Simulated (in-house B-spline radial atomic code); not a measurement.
A fraction x of an electron is moved 3p → 3d in Cu²⁺, starting from [Ar] 3d9 and keeping the highest spin. Method: scalar-relativistic (X2C) LDA exchange-only, spin-polarised, spherical fractional occupations, Fermi nucleus of rms radius 3.8823 fm. Calculated with an all-electron radial atomic-structure program (B-spline basis).

| x | E(x) - E(0) (eV) | 3p down level (eV) | 3d down level (eV) |
| --- | --- | --- | --- |
| 0 | 0.0000 | -95.170 | -27.773 |
| 0.125 | 8.4258 | -95.294 | -27.879 |
| 0.25 | 16.8538 | -95.419 | -27.985 |
| 0.375 | 25.2841 | -95.542 | -28.091 |
| 0.5 | 33.7166 | -95.665 | -28.196 |
| 0.625 | ? | ? | ? |
| 0.75 | ? | ? | ? |
| 0.875 | 59.0277 | -96.032 | -28.509 |
| 1 | 67.4692 | -96.153 | -28.612 |

What belongs in the row x = 0.625?

An energy change of 42.1514 eV; 3p down at -95.788 eV, 3d down at -28.301 eV.

What belongs in the row x = 0.75?

An energy change of 50.5884 eV; 3p down at -95.910 eV, 3d down at -28.405 eV.

Check Janak's theorem between x = 0.125 and 0.25.

The slope of the energy is 67.42 eV; the orbital levels give 67.42 eV (ε of the receiving orbital less ε of the emptying one, averaged over the two points).
